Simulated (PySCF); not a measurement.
Basis-set dependence of BeC⁺ at PBE0

PySCF, UKS reference; quartet, unpaired electrons σ ↑, π ↑↑; De to Be⁺ + C without counterpoise correction.

```
        basis     relativity  functions  Re (Å)  ωe (cm⁻¹)  De (eV)  μ (D)
jorge-DZP-DKH  spin-free X2C         30   1.589       1119     2.79  -5.44
  aug-pcseg-1  no relativity         36   1.581       1120     2.72  -5.49
  aug-cc-pVDZ  no relativity         46   1.581       1121     2.86  -5.50
```

Question: How does each smaller set differ from the one with most functions, aug-cc-pVDZ?

Answer: jorge-DZP-DKH: +0.8 pm, -0.2 % in ωe, -0.07 eV in De; aug-pcseg-1: +0.0 pm, -0.1 % in ωe, -0.14 eV in De. All at PBE0; the set with most functions is neither the basis-set limit nor always the best. The rows treat relativity differently, so the differences are not basis effects alone.

A positive dipole points towards C; it is taken about the centre of mass and depends on that origin. For an ion De counts to the pair picked by the measured ionisation energies or electron affinities, which need not be the lowest pair at this level. The state is the lowest determinant that a PBE0 search found; another state may lie lower at other levels.
